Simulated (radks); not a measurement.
Values are calculated unless marked as measured or tabulated.
Question: Valence configurations of Sc II (all share [Ar]). Level of theory: Dirac Kohn-Sham, PBE, spin-unpolarised, spherical densities, point nucleus; open shells are shared between the two j in proportion to 2j + 1 (a radial shooting solver on a logarithmic mesh with Libxc functionals). Order these by energy: 4s2; 3d1.5 4s0.5; 3d1 4s1; 3d2; 3d0.5 4s1 4p0.5; 4s1 4p1; 4p2; 3d1 4p1; 3d1.5 4p0.5; 3d1 4s0.5 4p0.5.

Answer: From the lowest, in eV above it: 3d1 4s1 0.000; 3d1.5 4s0.5 0.129; 3d2 0.681; 4s2 1.484; 3d1 4s0.5 4p0.5 1.709; 3d1.5 4p0.5 1.742; 3d0.5 4s1 4p0.5 2.228; 3d1 4p1 3.430; 4s1 4p1 5.364; 4p2 9.298. NIST lists [Ar] 3d1 4s1 as the ground configuration; this level of theory agrees among the configurations tried. The energies are those of spherical spin-averaged densities, not of single terms.
